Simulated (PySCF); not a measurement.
C⁺: excitation energy

C⁺ [He] 2s2 2p1 (2P) → C⁺ [He] 2s1 2p1 3d1 (high-spin determinant), as a difference of total energies. Calculation: PySCF 2.14, in aug-cc-pwCVQZ (9s8p6d4f2g, 109 functions); the non-relativistic Hamiltonian (point nucleus). Correlated levels: valence: 1s2 frozen; valence and next inner shell: nothing frozen. The calculations carry no spin-orbit coupling.

| method | excitation energy (eV) |
| --- | --- |
| UHF | 22.674 |
| LDA | 23.456 |
| PBE | 23.285 |
| PBE0 | 23.432 |
| r2SCAN | 23.250 |
| CAM-B3LYP | 24.032 |
| TPSSh | 23.636 |
| SCS-MP2 (valence) | 24.320 |
| MP2 (valence and next inner shell) | 24.003 |
| SCS-MP2 (valence and next inner shell) | 24.357 |

Estimate what MP2 (valence) gives.

23.959 eV, closest to MP2 (valence and next inner shell) among the rows shown.

Estimate what r2SCAN0 gives.

23.439 eV, closest to PBE0 among the rows shown.

The promoted electron is Rydberg-like, and one or two diffuse shells describe it only roughly, which tends to raise the upper state.

The determinant of the upper state mixes LS terms, which raises its energy above the lowest term, most at the Hartree-Fock and MP2 levels.
